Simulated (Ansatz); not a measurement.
`OC1=C[SiH2][SiH2]1`, relaxed with RKS PBE-D4/def2-SVP in Ansatz from a rough embedded geometry. The force threshold is 0.03 eV/Å; the program also tests the step.

Total charge 0; spin multiplicity 1.

Start:

```xyz
11

O    -0.352   -2.128   -0.750
C    -0.216   -0.926   -0.406
C    -0.347    0.267   -1.041
Si    0.241    1.521    0.209
Si    0.384   -0.328    1.394
H    -0.711   -2.184   -1.688
H    -0.592    0.454   -2.101
H    -0.930    2.435    0.539
H     1.421    2.284   -0.220
H    -0.645   -0.603    2.397
H     1.747   -0.792    1.668
```

```json
{"step": "1", "energy (eV)": "-19951.2723", "largest force (eV/Å)": "4.960", "largest move (Å)": "0.000"}
{"step": "2", "energy (eV)": "-19951.7849", "largest force (eV/Å)": "1.977", "largest move (Å)": "0.162"}
{"step": "3", "energy (eV)": "-19951.8537", "largest force (eV/Å)": "0.501", "largest move (Å)": "0.054"}
{"step": "4", "energy (eV)": "-19951.8642", "largest force (eV/Å)": "0.175", "largest move (Å)": "0.043"}
{"step": "5", "energy (eV)": "-19951.8661", "largest force (eV/Å)": "0.083", "largest move (Å)": "0.016"}
{"step": "6", "energy (eV)": "-19951.8665", "largest force (eV/Å)": "0.031", "largest move (Å)": "0.012"}
{"step": "7", "energy (eV)": "-19951.8666", "largest force (eV/Å)": "0.018", "largest move (Å)": "0.002"}
```

End:

```xyz
11

O    -0.416   -2.164   -0.782
C    -0.186   -0.901   -0.368
C    -0.309    0.268   -1.082
Si    0.175    1.611    0.143
Si    0.391   -0.372    1.379
H    -0.701   -2.141   -1.720
H    -0.630    0.309   -2.142
H    -0.908    2.590    0.517
H     1.414    2.401   -0.194
H    -0.581   -0.706    2.481
H     1.749   -0.896    1.768
```

Run time 6.5 s (4 threads of an Intel Xeon Platinum 8488C on a shared host); peak host memory 0.17 GiB.
